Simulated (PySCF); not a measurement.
# Continuum solvent and chemical shifts

Molfile (atoms numbered from 1):
```
C7H18Si2
     RDKit          3D

 27 27  0  0  0  0  0  0  0  0999 V2000
   -1.7264   -1.4886   -0.4615 C   0  0  0  0  0  0  0  0  0  0  0  0
   -1.2788   -0.0256   -0.3546 C   0  0  0  0  0  0  0  0  0  0  0  0
   -2.2234    0.6926    0.6132 C   0  0  0  0  0  0  0  0  0  0  0  0
   -1.3816    0.6306   -1.7339 C   0  0  0  0  0  0  0  0  0  0  0  0
    0.1676    0.0467    0.2009 C   0  0  1  0  0  0  0  0  0  0  0  0
    1.2565   -0.5770   -0.6925 C   0  0  0  0  0  0  0  0  0  0  0  0
    2.6307   -0.5997   -0.0097 C   0  0  0  0  0  0  0  0  0  0  0  0
    3.0532    1.1686    0.5675 Si  0  0  0  0  0  4  0  0  0  0  0  0
    0.8010    1.7768    0.7541 Si  0  0  0  0  0  4  0  0  0  0  0  0
   -1.6668   -1.9929    0.5163 H   0  0  0  0  0  0  0  0  0  0  0  0
   -2.7707   -1.5499   -0.8074 H   0  0  0  0  0  0  0  0  0  0  0  0
   -1.1118   -2.0577   -1.1744 H   0  0  0  0  0  0  0  0  0  0  0  0
   -3.2701    0.5943    0.2845 H   0  0  0  0  0  0  0  0  0  0  0  0
   -2.1481    0.2721    1.6290 H   0  0  0  0  0  0  0  0  0  0  0  0
   -1.9988    1.7699    0.6773 H   0  0  0  0  0  0  0  0  0  0  0  0
   -0.7782    0.0993   -2.4847 H   0  0  0  0  0  0  0  0  0  0  0  0
   -1.0473    1.6794   -1.7097 H   0  0  0  0  0  0  0  0  0  0  0  0
   -2.4257    0.6219   -2.0848 H   0  0  0  0  0  0  0  0  0  0  0  0
    0.1689   -0.5262    1.1508 H   0  0  0  0  0  0  0  0  0  0  0  0
    0.9685   -1.6020   -0.9814 H   0  0  0  0  0  0  0  0  0  0  0  0
    1.3325   -0.0096   -1.6376 H   0  0  0  0  0  0  0  0  0  0  0  0
    2.5985   -1.2549    0.8782 H   0  0  0  0  0  0  0  0  0  0  0  0
    3.4036   -1.0106   -0.6782 H   0  0  0  0  0  0  0  0  0  0  0  0
    3.7892    1.9264   -0.4939 H   0  0  0  0  0  0  0  0  0  0  0  0
    3.8714    1.1981    1.8194 H   0  0  0  0  0  0  0  0  0  0  0  0
    0.3359    2.1456    2.1266 H   0  0  0  0  0  0  0  0  0  0  0  0
    0.4043    2.8773   -0.1810 H   0  0  0  0  0  0  0  0  0  0  0  0
  1  2  1  0
  2  3  1  0
  2  4  1  0
  2  5  1  0
  5  6  1  0
  6  7  1  0
  7  8  1  0
  8  9  1  0
  9  5  1  0
  1 10  1  0
  1 11  1  0
  1 12  1  0
  3 13  1  0
  3 14  1  0
  3 15  1  0
  4 16  1  0
  4 17  1  0
  4 18  1  0
  5 19  1  1
  6 20  1  0
  6 21  1  0
  7 22  1  0
  7 23  1  0
  8 24  1  0
  8 25  1  0
  9 26  1  0
  9 27  1  0
M  END
```

GIAO PBE0/pcSseg-1 in PySCF 2.14 on one PBE0-D3(BJ)/def2-SVP conformer, non-relativistic, equivalent nuclei averaged. Solvents enter as an IEF-PCM continuum (chloroform with ε = 4.7, acetone with ε = 20.5) around the gas-phase geometry. Shifts are referred to TMS computed in the same medium.

Gas phase, δ in ppm: C5 44.6, C2 32.3, C1/C3/C4 31.2, C6 29.1, C7 11.5, Si8 -63.8, Si9 -71.8, H25 3.91, H27 3.84, H24 3.80, H26 3.76, H20 2.14, H23 1.41, H10/H11/H12/H13/H14/H15/H16/H17/H18 1.03. Dipole moment 1.16 D.

**Question.** How does each δ change in the continuum?

**Answer.** 
| atoms | environment | Δδ, chloroform | Δδ, acetone |
| --- | --- | --- | --- |
| C5 | sp3 CH bonded to Si | +0.8 | +1.0 |
| C2 | quaternary sp3 carbon | +0.8 | +1.1 |
| C1/C3/C4 | methyl carbon | +0.3 | +0.3 |
| C6 | sp3 CH2 in a ring | +0.4 | +0.5 |
| C7 | sp3 CH2 bonded to Si | +0.5 | +0.6 |
| Si8 | silicon bonded to C, Si, 2 H, in a 5-membered ring | +0.1 | +0.1 |
| Si9 | silicon bonded to C, Si, 2 H, in a 5-membered ring | +0.1 | +0.2 |
| H25 | hydrogen on a silicon bonded to C, Si, in a 5-membered ring | -0.09 | -0.12 |
| H27 | hydrogen on a silicon bonded to C, Si, in a 5-membered ring | -0.07 | -0.10 |
| H24 | hydrogen on a silicon bonded to C, Si, in a 5-membered ring | -0.11 | -0.15 |
| H26 | hydrogen on a silicon bonded to C, Si, in a 5-membered ring | -0.10 | -0.13 |
| H20 | hydrogen on an sp3 CH2 in a ring | +0.03 | +0.04 |
| H23 | hydrogen on an sp3 CH2 bonded to Si | +0.04 | +0.05 |
| H10/H11/H12/H13/H14/H15/H16/H17/H18 | hydrogen on a methyl carbon | 0.00 | 0.00 |

Changes are relative to the gas phase. The dipole moment becomes 1.46 D in chloroform, 1.57 D in acetone.

**Question.** Which of the listed nuclei move most (in ppm), and what does the model miss?

**Answer.** C5 (sp3 CH bonded to Si, +1.0 ppm) and C2 (quaternary sp3 carbon, +1.1 ppm) in acetone. A continuum only polarises the solute; specific hydrogen bonds, the anisotropy of aromatic solvents and changes of geometry or conformer are outside it.
